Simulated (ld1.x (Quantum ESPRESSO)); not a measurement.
# PBE TM dataset for aluminium, non-relativistic all-electron reference.

The input file (ld1.x (Quantum ESPRESSO) 7.5):

```
&input
   title='Al', zed=13., rel=0, dft='PBE', iswitch=3,
   config='[Ne] 3s2 3p1 3d-2',
   nld=3, rlderiv=1.05, eminld=-10.0, emaxld=5.0, deld=0.04
 /
 &inputp
   pseudotype=2, tm=.true., lloc=-1, rcloc=0.60,
   nlcc=.false.,
   file_pseudopw='Al.UPF', file_wfcaegen='ae.wfc', file_wfcncgen='nc.wfc', file_beta='beta', file_chi='chi'
 /
3
2S  1  0   2.00   0.00  0.95  0.95  0.0
2P  2  1   6.00   0.00  0.75  0.75  0.0
3D  3  2  -2.00   0.30  0.90  0.90  0.0
 &test
   configts(1)='2s2 2p6 3s2 3p1'
 /
```

Command:

```bash
ld1.x < Al.in > Al.out
```

Output (shortened: banner, matrices, multipoles, cross overlaps and the repeated all-electron block are left out):

```
Program LD1 v.7.5
     --------------------------- All-electron run ----------------------------

     Al

     atomic number is 13.00
     dft =PBE   lsd =0 sic =0 latt =0  beta=0.20 tr2=1.0E-14
     Exchange-correlation= PBE
                           (   1   4   3   4   0   0   0)
     mesh =1135 r(mesh) = 100.48924 a.u. xmin = -7.00 dx = 0.01250
     1 Ry =  13.60569312 eV

     n l     nl                  e(Ry)          e(Ha)          e(eV)
     1 0     1S 1( 2.00)      -110.8126       -55.4063     -1507.6819
     2 0     2S 1( 2.00)        -7.9170        -3.9585      -107.7168
     2 1     2P 1( 6.00)        -5.1216        -2.5608       -69.6831
     3 0     3S 1( 2.00)        -0.5682        -0.2841        -7.7303
     3 1     3P 1( 1.00)        -0.1999        -0.1000        -2.7199

     final scf error:  8.6E-15 reached in  29 iterations

     Etot =    -484.451227 Ry,    -242.225613 Ha,   -6591.294724 eV

     Ekin =     483.661171 Ry,     241.830586 Ha,    6580.545474 eV
     Encl =   -1156.929348 Ry,    -578.464674 Ha,  -15740.825669 eV
     Eh   =     225.596657 Ry,     112.798329 Ha,    3069.398890 eV
     Exc  =     -36.779708 Ry,     -18.389854 Ha,    -500.413418 eV

     normalization and overlap integrals

     s(1S/1S) =  1.000000  <r> =   0.1205  <r2> =    0.0196  r(max) =   0.0789
     s(2S/2S) =  1.000000  <r> =   0.6279  <r2> =    0.4727  r(max) =   0.4954
     s(2P/2P) =  1.000000  <r> =   0.6039  <r2> =    0.4637  r(max) =   0.4317
     s(3S/3S) =  1.000000  <r> =   2.5480  <r2> =    7.5833  r(max) =   2.0856
     s(3P/3P) =  1.000000  <r> =   3.4456  <r2> =   14.3327  r(max) =   2.6447

     ------------------------ End of All-electron run ------------------------

     --------------------- Generating NC pseudopotential ---------------------

      Generating local potential from pseudized AE potential:
      Matching radius rcloc =   0.6000

      Local pseudo, rcloc= 0.598 Estimated cut-off energy=    66.73 Ry

      Wfc   2S  rcut= 0.961  Using Troullier-Martins method

      Wfc   2P  rcut= 0.748  Using Troullier-Martins method

      Wfc   3D  rcut= 0.891  Using Troullier-Martins method

     ------------------- End of pseudopotential generation -------------------

     Computing logarithmic derivative in   1.05529
     Computing logarithmic derivative in   1.05529
     Computing the partial wave expansion
     R is outside the sphere for l=    0 j= 0.00
     R is outside the sphere for l=    1 j= 0.00
     R is outside the sphere for l=    2 j= 0.00

     ---------------------- Testing the pseudopotential ----------------------

     Al

     atomic number is 13.00   valence charge is 11.00
     dft =PBE   lsd =0 sic =0 latt =0  beta=0.20 tr2=1.0E-14
     mesh =1135 r(mesh) = 100.48924 xmin = -7.00 dx = 0.01250

     n l     nl             e AE (Ry)        e PS (Ry)    De AE-PS (Ry)
     1 0     2S   1( 2.00)       -7.91704       -7.91704        0.00000
     2 1     2P   1( 6.00)       -5.12161       -5.12161       -0.00000
     2 0     3S   1( 2.00)       -0.56816       -0.57618        0.00802  !
     3 1     3P   1( 1.00)       -0.19991       -0.19900       -0.00091

     eps = 4.2E-15  iter = 19

     Etot =    -484.451227 Ry,    -242.225613 Ha,   -6591.294724 eV
     Etotps =  -162.069841 Ry,     -81.034921 Ha,   -2205.072523 eV

     Ekin =     120.059003 Ry,      60.029502 Ha,    1633.485954 eV
     Encl =    -366.110064 Ry,    -183.055032 Ha,   -4981.181174 eV
     Ehrt =     120.015634 Ry,      60.007817 Ha,    1632.895882 eV
     Ecxc =     -19.682221 Ry,      -9.841110 Ha,    -267.790258 eV
     Epseu=     -16.352193 Ry,      -8.176097 Ha,    -222.482926 eV

     ---------------------- End of pseudopotential test ----------------------
```

Generation and configuration tests took about 2.6 s on one core of a shared server CPU.
